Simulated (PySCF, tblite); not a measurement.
Isomers of C4H12O2Si2. Level: GFN2-xTB in tblite, geometry and Hessian alike; calculated harmonic values, unscaled, isolated species. Errors from tens to a few hundred cm⁻¹ against measured bands are possible. Modes of hydrogen on silicon can be 10 to 20 % off. One conformer each.

Electronic energies: PBE0/pcSseg-1 single points on the GFN2-xTB geometries (PySCF, gas phase).

```csv
SMILES,"electronic energy, lowest = 0 (kJ/mol)"
C=CC[Si](O)(O)C[SiH3],16.3
O=C[SiH2][C@@H]([SiH3])CCO,326.5
C[SiH2]O[Si@@H](C)C(C)=O,0.0
CC(=O)C[SiH2]C[SiH2]O,93.8
C=CC[Si](O)(O)[SiH2]C,24.3
```

**Question.** How do GFN2-xTB zero-point energies change the relative energies?

**Answer.** 
```
                    SMILES  ZPE (kJ/mol)  of it from modes above 1550 cm⁻¹  electronic (kJ/mol)  with ZPE, lowest = 0 (kJ/mol)  lowest mode (cm⁻¹)  rings
  C[SiH2]O[Si@@H](C)C(C)=O         389.7                             214.0                  0.0                            0.0                  28      0
     C=CC[Si](O)(O)C[SiH3]         387.1                             221.4                 16.3                           13.7                  27      0
     C=CC[Si](O)(O)[SiH2]C         393.1                             225.5                 24.3                           27.7                  14      0
     CC(=O)C[SiH2]C[SiH2]O         385.1                             212.2                 93.8                           89.2                  10      0
O=C[SiH2][C@@H]([SiH3])CCO         383.3                             201.1                326.5                          320.1                  47      0
```

The zero-point energies span 9.8 kJ/mol, from `O=C[SiH2][C@@H]([SiH3])CCO` to `C=CC[Si](O)(O)[SiH2]C`. The order is unchanged.

**Question.** And how do the electronic energies of GFN2-xTB itself compare?

**Answer.** `C[SiH2]O[Si@@H](C)C(C)=O` 0.0; `C=CC[Si](O)(O)C[SiH3]` 65.7; `C=CC[Si](O)(O)[SiH2]C` 82.9; `CC(=O)C[SiH2]C[SiH2]O` 102.2; `O=C[SiH2][C@@H]([SiH3])CCO` 335.8 kJ/mol, lowest = 0. Against the energies above, taken from the same isomer `C[SiH2]O[Si@@H](C)C(C)=O`, the largest difference is 58.6 kJ/mol.

**Question.** What do entropy and thermal enthalpy add at 298.15 K and 1 bar (rigid rotor, harmonic oscillator, one conformer each)?

**Answer.** 
| SMILES | point group | symmetry number | S (J/(mol K)) | H − H(0) (kJ/mol) | ZPE + H − H(0) − TS (kJ/mol) |
| --- | --- | --- | --- | --- | --- |
| C[SiH2]O[Si@@H](C)C(C)=O | C1 | 1 | 493.0 | 37.95 | 280.7 |
| C=CC[Si](O)(O)C[SiH3] | C1 | 1 | 490.1 | 37.63 | 278.7 |
| O=C[SiH2][C@@H]([SiH3])CCO | C1 | 1 | 436.5 | 32.78 | 285.9 |

Not tabulated: `C=CC[Si](O)(O)[SiH2]C` (lowest mode only 14 cm⁻¹); `CC(=O)C[SiH2]C[SiH2]O` (lowest mode only 10 cm⁻¹).
